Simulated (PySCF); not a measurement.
# How methods differ on the ionisation energy of Br

Br [Ar] 3d10 4s2 4p5 (2P) → Br⁺ [Ar] 3d10 4s2 4p4 (3P), as a difference of total energies. Computed with PySCF 2.14 in def2-QZVPPD (12s8p5d4f1g, 98 functions), with no relativity, point nucleus. Correlated levels: valence: [Ar] 3d10 frozen. The calculations carry no spin-orbit coupling.

```
           method  ionisation energy (eV)  difference from reference (eV)
              UHF                  10.749                          -1.095
    MP2 (valence)                  11.686                          -0.158
SCS-MP2 (valence)                  11.701                          -0.143
   CCSD (valence)                  11.699                          -0.145
CCSD(T) (valence)                  11.746                          -0.098
```

Reference: 11.844 eV (measured; NIST levels, between the centres of gravity of the two terms).

These non-relativistic numbers lack the scalar-relativistic shift.

Errors of the correlated levels include the incompleteness of this basis and the frozen core.
